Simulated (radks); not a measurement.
Problem. The mean radii <r> (bohr) of the occupied orbitals of an atom or ion are listed with their occupations. All-electron calculation, scalar-relativistic Kohn-Sham, PBEsol, spin-polarised, spherical densities, point nucleus. Program: a radial shooting solver on a logarithmic mesh with Libxc functionals.

| orbital | occ. | <r> |
|---|---|---|
| 1s up | 1 | 0.01631 |
| 1s down | 1 | 0.01631 |
| 2s up | 1 | 0.06875 |
| 2s down | 1 | 0.06875 |
| 2p up | 3 | 0.06236 |
| 2p down | 3 | 0.06236 |
| 3s up | 1 | 0.1776 |
| 3s down | 1 | 0.1776 |
| 3p up | 3 | 0.1793 |
| 3p down | 3 | 0.1793 |
| 3d up | 5 | 0.1625 |
| 3d down | 5 | 0.1625 |
| 4s up | 1 | 0.3917 |
| 4s down | 1 | 0.3917 |
| 4p up | 3 | 0.4177 |
| 4p down | 3 | 0.4177 |
| 4d up | 5 | 0.4398 |
| 4d down | 5 | 0.4398 |
| 5s up | 1 | 0.8747 |
| 5s down | 1 | 0.8739 |
| 4f up | 7 | 0.4675 |
| 4f down | 7 | 0.4672 |
| 5p up | 3 | 0.9998 |
| 5p down | 3 | 0.9990 |
| 5d up | 5 | 1.296 |
| 5d down | 4 | 1.298 |

Name the element and its charge. Open shells, if any, are filled with parallel spins first.

Solution. Z = 81, thallium, charge +4: Tl4+ in [Xe] 4f14 5d9. The 1s radius gives Z: for a bare nucleus <r> = (2 gamma + 1)/(2Z) with gamma = sqrt(1 - (Z/c)^2), 0.01613 bohr for Z = 81, and screening makes it slightly larger (0.01631 here). The occupations add up to 77, and the charge is Z minus that.
